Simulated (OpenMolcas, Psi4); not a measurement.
## A ladder of methods for C2H6Ga (SMILES C[Ga]C)

C2H6Ga has 9 atoms, charge 0, and is taken as a doublet. As SMILES, `C[Ga]C`. The shape is that of a PBE0-D4/def2-TZVP optimisation.

```xyz
9

C    -1.2466    1.1630    0.1753
Ga    0.4566    0.3856    0.8730
C     1.2739   -1.1396   -0.1260
H    -2.0143    0.3825    0.1775
H    -1.0925    1.4797   -0.8611
H    -1.6027    2.0113    0.7582
H     2.2020   -1.4968    0.3182
H     1.4694   -0.8220   -1.1553
H     0.5541   -1.9637   -0.1597
```

Quantity: the dipole moment, in D. The values are calculated.

```tsv
level	kind	program	value (D)	CPU time
USVWN5/6-31G* (spherical functions)	LDA	OpenMolcas	1.07	28 s
UBLYP/6-31G* (spherical functions)	GGA	OpenMolcas	0.94	38 s
UPBE/6-31G* (spherical functions)	GGA	OpenMolcas	0.97	40 s
UTPSS/6-31G* (spherical functions)	meta-GGA	OpenMolcas	0.85	46 s
UPBE0/6-31G* (spherical functions)	global hybrid	OpenMolcas	0.79	37 s
UB3LYP/6-31G* (Cartesian functions)	global hybrid	OpenMolcas	0.77	43 s
UHSE06/6-31G* (spherical functions)	range-separated hybrid	Psi4	0.80	47 s
```

All-electron rows without a relativistic Hamiltonian named are non-relativistic. The values span 0.77 to 1.07 D. Magnitudes only. CPU times are rough (shared hosts, several kinds of processor): they show what a rung costs within a factor of a few.
